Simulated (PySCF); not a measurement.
Species: C₄H₁₁As.
Bonds: C1–C2, C2–C3, C3–C4, C4–As5. Hydrogens: H6, H7, H8 on C1; H9, H10 on C2; H11, H12 on C3; H13, H14 on C4; H15, H16 on As5.

Computed, not measured: core-valence-separated Tamm–Dancoff BHandHLYP/aug-pcX-1 (pcseg-1 on H, def2-SVPD on As) in PySCF, non-relativistic, gas phase, PBE0-D3(BJ)/def2-SVP geometry. BHandHLYP without relativity tends to put these K edges a few eV too low, so spacings mean more than positions.

(1) Give energies, oscillator strengths and core holes at the C K edge.

## Answers

(1) 
| E (eV) | f | core hole on | main final orbital |
| --- | --- | --- | --- |
| 285.10 | 0.0345 | C4 | LUMO+6 (30 %) |
| 285.30 | 0.0086 | C1 | LUMO+1 (49 %) |
| 285.55 | 0.0157 | C2 | LUMO+1 (70 %) |
| 285.59 | 0.0206 | C3 | LUMO+2 (48 %) |
| 285.86 | 0.0271 | C4 | LUMO (36 %) |
| 285.97 | 0.0271 | C1 | LUMO+2 (31 %) |
| 286.02 | 0.0495 | C1 + C2 | LUMO+3 (2 roots, f summed) |
| 286.13 | 0.0263 | C3 | LUMO+3 (59 %) |
| 286.27 | 0.0335 | C4 | LUMO+3 (42 %) |
| 286.46 | 0.0036 | C3 | LUMO (74 %) |
| 286.48 | 0.0028 | C2 | LUMO (83 %) |
| 286.50 | 0.0042 | C1 | LUMO+5 (36 %) |
| 286.68 | 0.0019 | C3 | LUMO+1 (60 %) |
| 286.69 | 0.0001 | C2 | LUMO+2 (77 %) |
| 286.82 | 0.0017 | C4 | LUMO+2 (61 %) |
| 286.91 | 0.0003 | C4 | LUMO+4 (66 %) |
| 287.11 | 0.0035 | C1 | LUMO+2 (37 %) |
| 287.15 | 0.0022 | C4 | LUMO+5 (34 %) |

The first line with a tenth or more of the strongest one's intensity is at 285.10 eV (f = 0.035), with the hole on C4 (chain CH2 carbon). The strongest listed is at 286.02 eV (f = 0.050, sum of 2; C1 + C2).

Roots within 0.03 eV whose holes lie on the same, on equivalent or on shared atoms are summed into one line, and the highest roots are left out, as the search may have cut off their partners. Final orbitals are the ground state's empty Kohn–Sham orbitals.

Problem. What are the wavelength and the wavenumber of the 285.10 eV line?

Solution. λ = 12398.42 eV Å/285.10 eV = 43.488 Å; 2.2995 × 10⁶ cm⁻¹.

Only the lowest roots of each edge were sought. The BHandHLYP/aug-pcX-1 (pcseg-1 on H, def2-SVPD on As) calculation is non-relativistic and has no spin–orbit coupling, an omission that weighs most on arsenic.

Time: 30 s wall; peak memory 0.85 GiB. Hardware: one thread of an Arm Neoverse N1, shared host with 64 logical CPUs at a one-minute load of 54.

Conformer computed: `[CH3:1][CH2:2][CH2:3][CH2:4][AsH2:5]`: C1–C2–C3–C4 180°, C2–C3–C4–As5 180°, H–As5–C4–C3 -46°, H–As5–C4–C3 46°.

One conformer stands for the species.
